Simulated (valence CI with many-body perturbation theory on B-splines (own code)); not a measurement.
## E1 transitions of Ag XVI

Computed by configuration interaction combined with many-body perturbation theory (CI+MBPT): four valence electrons over a frozen Dirac-Fock core [Ar] 3d10, a basis of 11 s, 11 p, 9 d, 7 f, 5 g, 2 h, 1 i functions for each j, with the one-electron correlation potential Σ1 (screened to all orders), the two-electron term Σ2, the three-electron term Σ3, Breit, model QED; selected single and double excitations, second order for the rest (own B-spline code, finite nucleus).

No measured spectrum was set against this ion. As an estimate, levels hold to about 250 cm⁻¹ or 0.2 % of their energy and the worst to 1 %, as in measured heavy ions of charge 2 to 7; those with d or f electrons hold less well.

Lines 151 to 200 of 223 in falling wavelength, among levels below 125.16 eV, chosen from the strongest by gf and those to the six lowest levels. Wavelengths and rates use the calculated energies, so an error of 1000 cm⁻¹ moves a line at 17.95 nm by 0.18 % and its rate by three times that or more. Electric multipoles are in the length gauge, E1 and E2 with the static RPA response of the core. Weak lines are less certain than strong ones. Lines between different terms over intervals too small for the method are left out, as are lines whose strength nearly cancels. The highest levels of a list are the least certain.

Names give the largest LS component (configuration and term), which can be under half, so a name can repeat, a term be missing and a line seem to break the LS rules; names also repeat where a configuration has a term twice. Letters in brackets count levels of one name in rising energy.

```csv
λ vac (nm),Upper,Lower,A (s⁻¹),S (a.u.)
17.95,4s2 4p 4d 1P°_1,4s2 4p2 1S_0,1.33e+11,1.14e+00
17.91,4s 4p2 4d 3D_3 [a],4s 4p3 3D°_3,2.40e+10,4.77e-01
17.80,4s 4p2 4d 3P_1 [b],4s 4p3 3P°_0,2.54e+10,2.12e-01
17.79,4s 4p2 4d 3F_2 [a],4s 4p3 5S°_2,1.72e+09,2.39e-02
17.73,4s2 4p 4d 3D°_1,4s2 4p2 3P_1,1.74e+10,1.44e-01
17.71,4s 4p2 4d 3P_1 [c],4s 4p3 3P°_2,4.45e+10,3.66e-01
17.67,4s 4p2 4d 3F_2 [b],4s 4p3 3D°_1,3.14e+10,4.27e-01
17.64,4s 4p2 4d 1G_4,4s 4p3 3D°_3,1.66e+10,4.05e-01
17.63,4s 4p2 4d 3D_3 [b],4s 4p3 3D°_3,2.39e+10,4.54e-01
17.63,4s 4p2 4d 3P_2 [b],4s 4p3 3P°_2,4.61e+10,6.24e-01
17.45,4s 4p2 4d 3P_2 [b],4s 4p3 3P°_1,3.25e+10,4.26e-01
17.38,4s 4p2 4d 3D_3 [a],4s 4p3 3D°_2,7.66e+09,1.39e-01
17.33,4s 4p2 4d 3D_2 [a],4s 4p3 3D°_3,2.68e+10,3.44e-01
17.33,4s 4p2 4d 3P_1 [c],4s 4p3 3P°_0,1.94e+10,1.49e-01
17.31,4s 4p2 4d 3P_0 [a],4s 4p3 3D°_1,3.04e+10,7.78e-02
17.29,4s 4p2 4d 3D_1 [a],4s 4p3 3D°_2,3.07e+10,2.35e-01
17.26,4s 4p2 4d 3F_3 [a],4s 4p3 5S°_2,2.46e+10,4.37e-01
17.24,4s2 4p 4d 1D°_2,4s2 4p2 3P_2,3.77e+10,4.77e-01
17.13,4s 4p2 4d 3D_3 [b],4s 4p3 3D°_2,5.17e+10,8.97e-01
17.10,4s2 4p 4d 1F°_3,4s2 4p2 1D_2,1.61e+11,2.79e+00
17.07,4s 4p2 4d 3F_3 [b],4s 4p3 3D°_3,6.03e+10,1.04e+00
17.03,4s 4p2 4d 3P_2 [a],4s 4p3 5S°_2,5.75e+08,7.01e-03
16.87,4s 4p2 4d 5P_3,4s 4p3 5S°_2,1.16e+11,1.93e+00
16.84,4s 4p2 4d 3D_2 [a],4s 4p3 3D°_2,7.34e+10,8.66e-01
16.84,4s2 4p 4d 3P°_1,4s2 4p2 3P_2,2.74e+10,1.94e-01
16.83,4s2 4p 4d 1D°_2,4s2 4p2 3P_1,7.23e+10,8.51e-01
16.81,4s2 4p 4d 1P°_1,4s2 4p2 1D_2,7.49e+07,5.27e-04
16.80,4s2 4p 4d 3D°_3,4s2 4p2 3P_2,1.51e+11,2.47e+00
16.76,4s 4p2 4d 3F_3 [c],4s 4p3 3D°_3,2.01e+10,3.28e-01
16.75,4s 4p2 4d 3D_1 [b],4s 4p3 3D°_1,3.67e+10,2.55e-01
16.73,4s 4p2 4d 3D_1 [c],4s 4p3 3D°_2,2.91e+10,2.01e-01
16.70,4s 4p2 4d 5P_2,4s 4p3 5S°_2,1.58e+11,1.81e+00
16.65,4s2 4p 4d 3D°_2,4s2 4p2 3P_2,3.93e+10,4.47e-01
16.61,4s 4p2 4d 5P_1,4s 4p3 5S°_2,1.54e+11,1.04e+00
16.60,4s 4p2 4d 3F_3 [b],4s 4p3 3D°_2,1.05e+10,1.66e-01
16.60,4s2 4p 4d 3P°_0,4s2 4p2 3P_1,1.22e+11,2.75e-01
16.56,4s 4p2 4d 3D_2 [b],4s 4p3 3D°_2,1.51e+10,1.69e-01
16.53,4s 4p2 4d 3D_1 [c],4s 4p3 3D°_1,3.56e+10,2.38e-01
16.47,4s2 4p 4d 3D°_1,4s2 4p2 3P_0,1.53e+11,1.01e+00
16.45,4s2 4p 4d 3P°_1,4s2 4p2 3P_1,9.30e+10,6.13e-01
16.38,4s 4p2 4d 3F_2 [c],4s 4p3 3D°_2,1.37e+10,1.49e-01
16.36,4s 4p2 4d 3D_2 [b],4s 4p3 3D°_1,6.56e+09,7.09e-02
16.36,4s 4p2 4d 3P_1 [a],4s 4p3 5S°_2,1.63e+10,1.06e-01
16.36,4s 4p2 4d 3P_0 [b],4s 4p3 3D°_1,5.06e+10,1.09e-01
16.31,4s 4p2 4d 3F_4 [b],4s 4p3 3D°_3,2.06e+11,3.96e+00
16.30,4s 4p2 4d 3F_3 [c],4s 4p3 3D°_2,1.29e+11,1.92e+00
16.27,4s 4p2 4d 3G_3,4s 4p3 5S°_2,7.58e+07,1.13e-03
16.27,4s2 4p 4d 3D°_2,4s2 4p2 3P_1,2.68e+10,2.85e-01
16.19,4s 4p2 4d 3F_2 [c],4s 4p3 3D°_1,1.03e+11,1.08e+00
16.04,4s 4p2 4d 3D_2 [c],4s 4p3 3D°_1,5.00e+10,5.09e-01
```
